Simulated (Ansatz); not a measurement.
Ansatz (a program for electronic structure) input (RPA@PBE/cc-pVQZ):

Ansatz 0.2 input:
```yaml
crystal:
  periodic: [false, false, false]
  atoms:
    - {symbol: Ge, position_ang: [0.52639857, -0.22363223, 0.20073112]}
    - {symbol: Br, position_ang: [-0.62511814, -1.87112544, -1.00309374]}
    - {symbol: Br, position_ang: [-0.78522170, 0.46264985, 2.01679502]}
    - {symbol: Br, position_ang: [0.92906116, 1.61293935, -1.19722688]}
basis:
  gaussian:
    orbitals: cc-pVQZ
hamiltonian:
  xc: pbe
magnetization: {spin_polarized: true, initial_magnetization: 1}
correlation: {method: rpa, electrons: outside_noble_gas}
```

Output:

```
Functional definition: PBE
integrals: 1.20 GiB planned
1795 factors; integrals over basis functions are off by at most 3.1e-4 eV
mean field: 1.95 GiB planned
mean field evaluation 1: about -266624.5678 eV, gradient 1.9e1 eV
mean field evaluation 2: about -266624.5635 eV, gradient 1.9e1 eV
mean field evaluation 4: about -266625.2017 eV, gradient 6.8e0 eV
mean field evaluation 8: about -266625.3798 eV, gradient 2.8e-1 eV
mean field evaluation 16: about -266625.3803 eV, gradient 2.0e-4 eV
mean field evaluation 32: about -266623.5479 eV, gradient 1.4e0 eV
mean field -266625.38028283 eV, -9798.3020002201 hartree, gradient 7.5e-6 eV, S^2 0.752420; 3 other end points of the search recorded, 0 dependent functions left out
56 core orbitals not correlated
reference -266476.98253085 eV, -9792.8484834227 hartree; 13, 12 occupied and 203, 204 virtual orbitals, 1795 factors
Total energy: -266506.22881203 eV, -9793.9232644322 hartree
```

It need not be the lowest isomer of its formula.
